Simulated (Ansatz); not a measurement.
Stepwise reaction of `[NH2][Ge]([NH2])([F])[F]` with hydrogen chloride, as a gas-phase model of exchange steps in deposition or etching. ΔE in kJ/mol; ΔG adds harmonic PBE0-D4 terms to CCSD(T)/CBS, at 1 bar.

Gas-phase electronic energies from Ansatz, PBE0-D4/def2-TZVP geometries. CCSD(T)/CBS is the MP2 limit (def2-TZVPP, def2-QZVPP) plus CCSD(T) − MP2 in def2-TZVPP, frozen cores. This one scheme is used for every species. DFT in def2-TZVPP. B3LYP here is the variant with VWN-RPA as its local correlation; programs differ in this. For Ge outer-core shells are correlated without core-valence functions, which leaves a few kJ/mol of doubt a bond. Scalar relativity is left out up to krypton. One conformer a species, not always the lowest.

| step | reaction | PBE-D4 | B3LYP-D4 | ωB97M-V | CCSD(T)/CBS | ΔG(400 K) |
| --- | --- | --- | --- | --- | --- | --- |
| 2 | `[NH2][Ge]([F])([F])[Cl]` + HCl → `[F][Ge]([F])([Cl])[Cl]` + NH₃ | -43.6 | -41.0 | -39.6 | -35.7 | -24.7 |

Question: Give the row of step 1, `[NH2][Ge]([NH2])([F])[F]` + HCl → `[NH2][Ge]([F])([F])[Cl]` + NH₃. (Estimate.)

Answer: Ansatz gave: 
```tsv
step	reaction	PBE-D4	B3LYP-D4	ωB97M-V	CCSD(T)/CBS	ΔG(400 K)
1	`[NH2][Ge]([NH2])([F])[F]` + HCl → `[NH2][Ge]([F])([F])[Cl]` + NH₃	-45.7	-43.2	-42.4	-38.2	-36.8
```

Question: By hand: ΔE of the 2 steps together at CCSD(T)/CBS.

Answer: (-38.2) + (-35.7) = -73.9 kJ/mol, or -37.0 kJ/mol a step.

In ΔE the steps differ by no more than 2.5 kJ/mol. All are downhill at CCSD(T)/CBS. ΔG lies between -36.8 and -24.7 kJ/mol a step. PBE-D4 differs from CCSD(T)/CBS by -7.9 to -7.5 kJ/mol a step. Only this route is followed, and other bonds may react first. Isolated molecules leave out the surface, adducts and barriers. Largest T1 diagnostic: 0.011.
